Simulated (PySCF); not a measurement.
**Working out the excitation energy of Si²⁺**

Si²⁺ [Ne] 3s2 (1S) → Si²⁺ [Ne] 3d2 (3F). Calculation: PySCF 2.14, in aug-cc-pwCVDZ; no relativity, point nucleus. Frozen: 1s2. Energies in hartree (1 hartree = 27.21139 eV):

```tsv
part	Si²⁺ (lower)	Si²⁺ (upper)
UHF	-287.988634	-286.659407
CCSD correlation	-0.183133	-0.130321
(T)	-0.001715	-0.000736
```

What does Hartree-Fock give?

(-286.659407) − (-287.988634) = 1.329227 hartree = 36.170 eV.

What do CCSD and CCSD(T) give?

The CCSD correlation energies differ by 0.052812 hartree = 1.437 eV and the triples by 0.000979 hartree = 0.027 eV, so CCSD gives 37.607 eV and CCSD(T) 37.634 eV.

The upper state lies above the first ionisation limit, where it may autoionise and the basis confines it.

A double-zeta basis recovers only part of the correlation energy.
